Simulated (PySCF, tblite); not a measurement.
C6H14P2.
Z-matrix (Å and degrees, GFN2-xTB geometry), rows numbered from 1:
```
C 
C   1  1.3240
P   2  1.8205  1  122.56
C   3  1.8673  2   97.63  1  -151.56
C   4  1.5228  3  111.09  2    73.28
P   3  2.2032  2   95.27  1   111.36
C   6  1.8554  3   96.92  2  -174.34
C   6  1.8537  3   96.61  2   -75.52
H   1  1.0783  2  121.47  3     0.89
H   1  1.0790  2  122.21  3  -179.08
H   2  1.0855  1  120.89  3   179.74
H   4  1.0936  3  107.72  2  -166.31
H   4  1.0940  3  109.32  2   -49.20
H   5  1.0888  4  110.62  3   179.55
H   5  1.0889  4  110.55  3   -60.17
H   5  1.0881  4  110.43  3    59.44
H   7  1.0888  6  111.26  3    44.77
H   7  1.0888  6  108.66  3   165.50
H   7  1.0882  6  109.44  3   -76.32
H   8  1.0889  6  108.76  3  -168.37
H   8  1.0890  6  111.15  3   -47.58
H   8  1.0886  6  109.11  3    73.17
```

Method: PBE0/pcSseg-1 in PySCF (dipole) on a GFN2-xTB geometry, gas phase.

Take the most abundant isotopes and a rigid rotor. The values belong to one conformer with, in the numbering `[CH2:1]=[CH:2][P:3]([CH2:4][CH3:5])[P:6]([CH3:7])[CH3:8]`, C1–C2–P3–C4 -152°, C2–P3–C4–C5 73°, C2–P3–P6–C7 -174°.

Question: What are A, B and C (MHz)?

Answer: Ia = 289.01, Ib = 456.02, Ic = 669.16 u·Å²; 505379 MHz·u·Å²/I gives A = 1749, B = 1108, C = 755.2 MHz.

Question: What kind of rotor is it?

Answer: An asymmetric top: κ = (2 × 1108 − 1749 − 755.2)/(1749 − 755.2) = -0.29.

Question: Is it planar, by Δ = Ic − Ia − Ib?

Answer: Not planar: Δ = Ic − Ia − Ib = -75.86 u·Å². For a rigid frame Δ = −2 Σ m c², so Σ m c² = 37.93 u·Å² lies off the ab plane: 11.20 from hydrogen and 26.73 from heavier atoms. The atom farthest from that plane is 1.51 Å away.

Question: Give the other two planar moments, Paa and Pbb, and the rms extents of the mass along the axes.

Answer: Paa = Σ m a² = (Ib + Ic − Ia)/2 = 418.09 and Pbb = Σ m b² = (Ia + Ic − Ib)/2 = 251.08 u·Å². With the mass M = 148.06 u, the rms extents √(P/M) along a, b and c are 1.68, 1.30, 0.51 Å.

Question: List the rotational levels J(Ka,Kc) to J = 4 (MHz).

Answer: Above 0(0,0):
J = 1: 1(0,1) 1863, 1(1,1) 2504, 1(1,0) 2857
J = 2: 2(0,2) 5480, 2(1,2) 5878, 2(1,1) 6937, 2(2,1) 8858, 2(2,0) 8969
J = 3: 3(0,3) 10684, 3(1,3) 10878, 3(1,2) 12973, 3(2,2) 14449, 3(2,1) 14945, 3(3,1) 18594, 3(3,0) 18617
J = 4: 4(0,4) 17378, 4(1,4) 17457, 4(1,3) 20836, 4(2,3) 21814, 4(2,2) 23067, 4(3,2) 26217, 4(3,1) 26368, 4(4,1) 31794, 4(4,0) 31798
Those of J = 1 are B + C, A + C and A + B.

The dipole components are |μa| = 0.03 D, |μb| = 0.07 D, |μc| = 0.04 D.

Question: Estimate the classical rotational partition function at 200 K, 298.15 K and 500 K.

Answer: Point group C1, symmetry number σ = 1; q = (√π/σ)·√((kT/h)³/(ABC)), k/h = 20836.6 MHz/K: 394000 at 200 K, 717000 at 298.15 K, 1560000 at 500 K.

Its GFN2-xTB frequencies are all real (lowest 40 cm⁻¹). Constants of a rigid frame at the computed geometry: no zero-point averaging, no centrifugal distortion. A rigid rotor knows nothing of internal rotation, which can split or shift real lines.

The run took 40 s wall on an Arm Neoverse V1 with one thread, shared host with 32 logical CPUs at a one-minute load of 11, and the process peaked at 1.1 GiB of memory. This is the PBE0/pcSseg-1 job that gave the dipole, with the shieldings it also computed.
